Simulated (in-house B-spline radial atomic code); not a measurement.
Rh³⁺ is squeezed into an impenetrable sphere of radius R (the orbitals vanish at R). No spin polarisation. Computed with a radial B-spline atomic code at the basis-set limit: scalar-relativistic (X2C) PBE, spherical fractional occupations, Fermi nucleus of rms radius 4.4945 fm.

Energies in eV above the free ion in [Kr] 4d6:

| R (bohr) | highest level (eV) | [Kr] 4d6 | [Ar] 3d9 4s2 4p6 4d6 4f1 | [Ar] 3d10 4s2 4p5 4d6 4f1 |
| --- | --- | --- | --- | --- |
| 9.3 | -39.5 | 0 | 342.1 | 79.38 |
| 6.46 | -39.5 | 0.0006071 | 342.6 | 79.92 |
| 5.12 | -39.5 | 0.02702 | 344.1 | 81.34 |
| 4.22 | -39.2 | 0.3075 | 346.6 | 83.9 |
| 3.7 | -38.6 | 1.197 | 349.6 | 87.09 |
| 2.83 | -34 | 11.49 | 365.6 | 104.6 |
| 2.47 | -28.1 | 30.58 | 388.1 | 129 |
| 2.25 | -21.5 | 57.18 | 417.2 | 160.2 |
| 2 | -8.49 | 120.2 | 483.6 | 229.9 |
| 1.49 | 63.8 | 620.3 | 998.1 | 746.6 |

(1) Does [Ar] 3d9 4s2 4p6 4d6 4f1 fall below [Kr] 4d6 under compression?

(2) Does [Ar] 3d10 4s2 4p5 4d6 4f1 fall below [Kr] 4d6 under compression?

The highest level is first positive in the row R = 1.49 bohr, pushed up by confinement above the zero of the free ion's potential. Each configuration is held fixed and needn't be the lowest in the sphere.

## Answers

(1) No, it stays above over the whole range.

(2) No, it stays above over the whole range.
